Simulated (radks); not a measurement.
Results of a calculation; reference values are marked as such.
Charge is removed step by step from the 1s down level of V, starting from 1s(up 1, down 1) 2s2 2p6 3s2 3p6 3d3 4s2. Code: a radial shooting solver on a logarithmic mesh with Libxc functionals. Model: scalar-relativistic Kohn-Sham, LDA (Slater exchange, Perdew-Wang correlation), spin-polarised, spherical densities, finite nucleus; open shells are filled with parallel spins first; Fermi nuclear charge, rms radius 3.6002 fm.

| removed (e) | E - E(0) (eV) | eigenvalue (eV) | E minus straight line (eV) |
|---|---|---|---|
| 0 | 0.000 | -5350.6 | 0.000 |
| 0.1 | 536.16 | -5374.3 | -9.894 |
| 0.2 | 1074.7 | -5397.7 | -17.435 |
| 0.3 | 1615.5 | -5420.7 | -22.658 |
| 0.4 | 2158.6 | -5443.2 | -25.603 |
| 0.5 | 2703.9 | -5465.2 | -26.321 |
| 0.6 | 3251.4 | -5486.4 | -24.880 |
| 0.7 | 3801.0 | -5506.5 | -21.368 |
| 0.8 | 4352.5 | -5525.2 | -15.908 |
| 0.9 | 4905.8 | -5541.6 | -8.684 |
| 1 | 5460.5 | -5553.7 | 0.000 |

Removing the whole electron costs 5460.5 eV by Delta-SCF, against 5350.6 eV from minus the eigenvalue at the starting occupation. Slater's transition state (half an electron removed) gives 5465.2 eV. Integrating minus the eigenvalue over the occupation (Janak's theorem) gives 5461.4 eV. In this scalar-relativistic scheme the density is built from large components alone, so the theorem holds only approximately. The mean slope of the eigenvalue, de/dn, is 203 eV per electron.
